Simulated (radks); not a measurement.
Results of a calculation; reference values are marked as such.
Neutral rubidium, [Kr] 5s1. Level of theory: non-relativistic Kohn-Sham, PBE, spin-polarised, spherical densities, point nucleus (a radial shooting solver on a logarithmic mesh with Libxc functionals). Every spin shell is full or empty, so the densities are truly spherical. Functionals are evaluated on that one density, not self-consistently. Rank these orbital-free kinetic functionals by their error against the exact value of the orbitals, and give that value: Thomas-Fermi, von Weizsacker, TF + vW/9, TF + vW/5, LC94, APBEK, Perdew 92, Thakkar, Pearson, LKT, PG1, DePristo-Kress, Ernzerhof.

Answer. Exact: 2938.12 hartree. From best to worst, with 100 (|E| - |E exact|)/|E exact| (equal figures are ties): LC94 +0.05, DePristo-Kress -0.07, APBEK +0.13, Ernzerhof -0.37, Thakkar -0.48, Perdew 92 -0.70, TF + vW/9 -0.71, Pearson -1.04, TF + vW/5 +3.37, Thomas-Fermi -5.81, PG1 +17.02, LKT +21.55, von Weizsacker -54.08.
